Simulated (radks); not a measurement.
Results of a calculation; reference values are marked as such.
Tb56+, 9 electrons, occupied as [He] 2s2 2p5. Code: a radial shooting solver on a logarithmic mesh with Libxc functionals. Model: scalar-relativistic Kohn-Sham, BLYP, spin-polarised, spherical densities, point nucleus; open shells are filled with parallel spins first (spin-orbit coupling, left out, can overturn this in heavy ions). Some entries of the table are withheld. Estimate them.

| orbital | occ. | eigenvalue (hartree) | <1/r> (bohr^-1) | <r^2> (bohr^2) |
|---|---|---|---|---|
| 1s up | 1 | -2081.736 | 73.19 | 0.0006296 |
| 1s down | 1 | -2081.256 | 73.20 | 0.0006293 |
| 2s up | 1 | (1) | 17.40 | (2) |
| 2s down | 1 | (3) | 17.39 | (4) |
| 2p up | 3 | -444.2860 | 16.18 | (5) |
| 2p down | 2 | -443.4005 | 16.17 | (6) |

Answer. 
(1) 2s up eigenvalue (hartree): -477.0005
(2) 2s up <r^2> (bohr^2): 0.009411
(3) 2s down eigenvalue (hartree): -476.2532
(4) 2s down <r^2> (bohr^2): 0.009422
(5) 2p up <r^2> (bohr^2): 0.007499
(6) 2p down <r^2> (bohr^2): 0.007512
